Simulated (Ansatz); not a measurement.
Start from `BC(C)B[SiH3]` and change one atom or group to get `BC(C)Br`.

Ansatz, PBE0-D4/def2-TZVP geometries, multiplicity 1. Each molecule was computed in one conformer, which needn't be the lowest.

Scalar relativity is left out up to krypton.

```csv
property,`BC(C)B[SiH3]`
LUMO energy (PBE0/def2-TZVPP) / eV,-2.03
size of the dipole moment (ωB97M-V/def2-TZVPP) / D,1.38
size of the dipole moment (B3LYP/def2-TZVPP) / D,1.38
HOMO–LUMO gap (PBE0/def2-TZVPP) / eV,5.93
HOMO energy (PBE0/def2-TZVPP) / eV,-7.96
HOMO–LUMO gap (ωB97M-V/def2-TZVPP) / eV,10.02
```

Q: Give the same properties after the change, and the shifts. (Best estimate.)

A: Computed: 
```tsv
property	`BC(C)Br`	shift
LUMO energy (PBE0/def2-TZVPP) / eV	-0.90	1.13
size of the dipole moment (ωB97M-V/def2-TZVPP) / D	1.97	0.59
size of the dipole moment (B3LYP/def2-TZVPP) / D	1.97	0.59
HOMO–LUMO gap (PBE0/def2-TZVPP) / eV	7.47	1.54
HOMO energy (PBE0/def2-TZVPP) / eV	-8.37	-0.41
HOMO–LUMO gap (ωB97M-V/def2-TZVPP) / eV	11.69	1.67
```

With PBE0 the HOMO falls by 0.41 eV and the LUMO rises by 1.13 eV, so the gap widens by about 1.54 eV. PBE moves the HOMO by -0.33 eV and ωB97M-V by -0.50 eV. Dipoles are sizes alone; their direction can turn.

B3LYP here is the variant with VWN-RPA as its local correlation; programs differ in this.

Spin–orbit coupling is left out; it splits and shifts lone-pair levels of the heavy atoms by tenths of an eV.
